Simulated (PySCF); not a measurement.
Structure with atom numbers: `[CH3:1][O:2][SiH:3]([O:4][CH3:5])[C:6]([F:7])([F:8])[F:9]`. Each H is labelled by its parent atom.

Geometry: PBE0-D3(BJ)/def2-SVP; GIAO shifts from PySCF 2.14, gas phase, non-relativistic, averaged over equivalent atoms.

At PBE0/pcSseg-1 (195 basis functions, 25 s wall time on 1 thread of an Arm Neoverse V2, shared host):
```json
{"atoms": "C6", "δ (ppm)": "130.7"}
{"atoms": "C1/C5", "δ (ppm)": "52.3"}
{"atoms": "O2/O4", "δ (ppm)": "22.2"}
{"atoms": "Si3", "δ (ppm)": "-40.2"}
{"atoms": "F7/F8/F9", "δ (ppm)": "-82.3"}
{"atoms": "H(Si3)", "δ (ppm)": "4.58"}
{"atoms": "H(C1)/H(C5)", "δ (ppm)": "3.73"}
```

Referencing at the same level of theory: 13C (σref 184.41), 29Si (σref 351.99), 1H (σref 31.27) against TMS; 17O (σref 334.56) vs H2O; 19F (σref 177.25) vs CFCl3.

What do these become at CAM-B3LYP/pcSseg-1?

## Answers


```tsv
atoms	δ at CAM-B3LYP/pcSseg-1	change
C6	133.1	+2.4
C1/C5	52.2	-0.1
O2/O4	23.1	+0.9
Si3	-42.6	-2.4
F7/F8/F9	-73.0	+9.3
H(Si3)	4.45	-0.13
H(C1)/H(C5)	3.75	+0.02
```

δ = σ(ref) − σ, references computed at the same level: TMS for 13C (182.45 ppm), 29Si (343.41 ppm), 1H (31.33 ppm); H2O for 17O (338.55 ppm); 19F (189.10 ppm) against CFCl3.

The largest change is at F7/F8/F9 (fluorine of a CF3 group). Cost: 195 basis functions, 34 s wall time on 1 thread of an Arm Neoverse V2, shared host.

Unscaled 19F shifts against computed CFCl3 carry errors that often reach 10 to 50 ppm. Experimental scales use liquid or dissolved standards, which lie at an offset from isolated H2O (liquid H2O: subtract about 36 ppm).
